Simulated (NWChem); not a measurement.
CH4BFS; SMILES CSBF

```xyz
8

B      0.4934    -0.9358    -0.1144
F     -0.0025    -2.1591    -0.0163
H      1.6150    -0.7794    -0.5382
S     -0.5307     0.4390     0.3901
C      0.5556     1.8610     0.0782
H      0.7194     2.4023     1.0194
H      0.0711     2.5329    -0.6426
H      1.5214     1.5289    -0.3246
```
Atoms are numbered in this order, from 1.

Computed with NWChem. Pople sets run with spherical d functions. STO-3G and 3-21G are far too small for this property and stand as cheap habits. Coordinates come from a PBE0/def2-SVP optimisation. B3LYP is NWChem's, with the RPA form of VWN correlation. Field at 589 nm.

```
level              isotropic polarisability (bohr³)  anisotropy (bohr³)
-----------------  --------------------------------  ------------------
B3LYP/STO-3G                                   20.8                21.5
B3LYP/6-31G*                                   40.3                23.3
B3LYP/def2-SVP                                 40.4                   ?
B3LYP/def2-SVPD                                51.2                19.7
B3LYP/aug-cc-pVDZ                              51.6                20.4
```

Complete the blanks.


- B3LYP/def2-SVP, anisotropy (bohr³): 22.8
